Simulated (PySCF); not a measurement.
# Working out the ionisation energy of Ne+

Ne+ [He] 2s2 2p5 (2P) → Ne(2+) [He] 2s2 2p4 (3P). All numbers are calculated (PySCF 2.14, no relativity, point nucleus, in def2-TZVP). Frozen: 1s2. Energies in hartree (1 hartree = 27.21139 eV):

| part | Ne+ (lower) | Ne(2+) (upper) |
| --- | --- | --- |
| UHF | -127.818505 | -126.374823 |
| CCSD correlation | -0.205547 | -0.154954 |
| (T) | -0.002237 | -0.001389 |

Task: What does Hartree-Fock give?

Result: (-126.374823) − (-127.818505) = 1.443682 hartree = 39.285 eV.

Task: What do CCSD and CCSD(T) give?

Result: The CCSD correlation energies differ by 0.050593 hartree = 1.377 eV and the triples by 0.000848 hartree = 0.023 eV, so CCSD gives 40.662 eV and CCSD(T) 40.685 eV.

Reference: 40.963 eV (measured; NIST Atomic Spectra Database, ionization energies), between the lowest levels; spin-orbit coupling is absent from the calculation.

What remains against the reference includes basis incompleteness, the frozen core and higher excitations.
